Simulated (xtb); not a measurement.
C41H29NO, SMILES [O-]c1c(-c2ccccc2)cc(-[n+]2c(-c3ccccc3)cc(-c3ccccc3)cc2-c2ccccc2)cc1-c1ccccc1. All values are semi-empirical tight-binding results from xtb (GFN2-xTB unless named), good for trends rather than for accurate numbers. The structure is a stationary point at GFN2-xTB. The values are those of a single conformer.

```
Quantity                                        Result
--------------------------------------  --------------
orbital gap                                    0.80 eV
dipole moment                                  10.72 D
zero-point energy                       350.3 kcal/mol
G − E(el) at 298.15 K (modified RRHO)   310.3 kcal/mol
static polarisability (D4 model)           443.5 bohr³
solvation energy, GFN2-xTB/ALPB(water)  -15.1 kcal/mol
solvation energy, GFN2-xTB/ALPB(dmf)    -33.6 kcal/mol
```

Computed IR lines (harmonic; lines under 4 % of the strongest left out, lines within 3 cm⁻¹ merged):
ν (cm⁻¹): 325 (w), 633 (w), 670 (w), 750 (w), 758 (w), 881 (w), 906 (w), 928 (m), 1087 (w), 1123 (m), 1181 (w), 1203 (w), 1244 (m), 1281 (m), 1303 (m), 1334 (m), 1385 (w), 1402 (s), 1432 (m), 1477 (w), 1481 (w), 1505 (w), 1560 (vs), 1573 (m), 1578 (w), 1587 (s), 1594 (w), 1604 (m), 3056 (m), 3066 (w), 3072 (s), 3077 (w), 3083 (s), 3086 (m), 3090 (m), 3095 (m), 3098 (m), 3103 (m), 3113 (w) (against the strongest line: vs over 80 %, s over 45 %, m over 15 %, w over 4 %, vw less)
